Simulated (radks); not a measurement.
All-electron atom: Zr33+ in [He] 2s2 2p3. All-electron calculation, non-relativistic Kohn-Sham, LB94 model potential, spin-polarised, spherical densities, point nucleus; open shells are filled with parallel spins first (spin-orbit coupling, left out, can overturn this in heavy ions); relativity is left out, which matters for an element this heavy. Program: a radial shooting solver on a logarithmic mesh with Libxc functionals.

Unscreened Slater integrals over Kohn-Sham orbitals (eV). They are taken over the spin-up orbitals. Empty in this configuration: 3s.

\begin{tabular}{lr}
integral & value \\ \hline
F0(2p,2p) & 182.54 \\
F2(2p,2p) & 87.593 \\
F0(2p,2s) & 164.82 \\
G1(2p,2s) & 91.931 \\
F0(2p,1s) & 246.28 \\
G1(2p,1s) & 47.532 \\
F0(2p,3s) & 86.042 \\
G1(2p,3s) & 9.2782 \\
F0(2s,2s) & 153.86 \\
F0(2s,1s) & 215.03 \\
G0(2s,1s) & 21.291 \\
F0(2s,3s) & 83.725 \\
G0(2s,3s) & 7.3079 \\
F0(1s,1s) & 671.97 \\
F0(1s,3s) & 98.518 \\
G0(1s,3s) & 5.3213 \\
F0(3s,3s) & 65.806 \\
\end{tabular}

Derived for the open shells (J is the average intra-shell exchange parameter used in DFT+U). 2p: J = F2/5 = 17.52 eV.
